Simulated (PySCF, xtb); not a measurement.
disilanylformaldehyde (CH6OSi2), SMILES O=C[SiH2][SiH3]. The values are those of a single conformer.

Harmonic wavenumbers (cm⁻¹) from GFN2-xTB run with xtb at its own minimum, in rising order: 26, 48, 120, 281, 372, 435, 455, 477, 570, 612, 687, 751, 791, 804, 807, 809, 1368, 1729, 2206, 2228, 2242, 2257, 2261, 2661.

Task: What does PBE-D3(BJ)/def2-SVP (PySCF) give at its own minimum? (Estimate from the structure and the level; the computed values follow.)

Result: 43, 91, 123, 275, 351, 409, 452, 518, 612, 672, 728, 815, 863, 881, 900, 904, 1333, 1734, 2141, 2153, 2167, 2173, 2179, 2705. Paired by order, the mean absolute difference is 49 cm⁻¹ and the zero-point energies are 35.7 and 36.1 kcal/mol.
